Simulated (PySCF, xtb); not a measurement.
Si(CCH)(F)(H)2 (C2H3FSi), SMILES C([SiH2]F)#C.

GFN2-xTB run with xtb 6.7.1 at its own geometry gives an orbital gap of 5.53 eV and a dipole moment of 1.87 D.

Geometry: PBE0-D3(BJ)/def2-SVP.

Q: What does PySCF with ωB97X/def2-TZVPD give? (The exact figures need the calculation; the answer reports its results.)

A: gap 12.04 eV (levels -10.96 and 1.08 eV), dipole 1.80 D.
